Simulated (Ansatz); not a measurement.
Consider the formal exchange of groups at a C–Si bond: `C[Si@H](F)[C@@H](F)Cl` + `CC1CO1` → `C[C@@H]1O[C@H]1C` + `F[SiH2]C(F)Cl`.

Calculated with Ansatz (gas phase, PBE0-D4/def2-TZVP geometries, no zero-point term in ΔE). CCSD(T)/CBS is the MP2 limit (def2-TZVPP, def2-QZVPP) plus CCSD(T) − MP2 in def2-TZVPP, frozen cores. Functionals use def2-TZVPP. B3LYP here is the variant with VWN-RPA as its local correlation; programs differ in this. One conformer a species, not always the lowest.

```tsv
level	ΔE (kcal/mol)	difference from CCSD(T)/CBS
PBE-D4	9.6	0.4
r2SCAN-D4	10.1	0.9
PBE0-D4	9.6	0.4
B3LYP-D4	9.4	0.2
ωB97X-V	9.2	0.0
ωB97M-V	9.9	0.7
B2PLYP	8.9	-0.3
PBE	9.2	0.0
r2SCAN	10.0	0.8
PBE0	9.3	0.1
B3LYP	8.9	-0.3
HF/def2-TZVPP	7.8	-1.4
MP2/def2-TZVPP	9.1	-0.1
SCS-MP2/def2-TZVPP	8.4	-0.8
CCSD/def2-TZVPP	8.8	-0.4
CCSD(T)/def2-TZVPP	8.9	-0.3
HF/def2-QZVPP	7.7	-1.5
MP2/def2-QZVPP	9.2	0.0
SCS-MP2/def2-QZVPP	8.6	-0.6
HF/CBS(def2)	7.7	-1.5
MP2/CBS(def2)	9.4	0.2
CCSD/CBS(def2)	9.1	-0.1
CCSD(T)/CBS	9.2	0
```

Largest T1 diagnostic among the species: 0.011.

In def2-TZVPP, CCSD(T) changes the Hartree–Fock value by +1.1 kcal/mol (the triples alone add +0.1 kcal/mol) and MP2 by +1.3 kcal/mol.
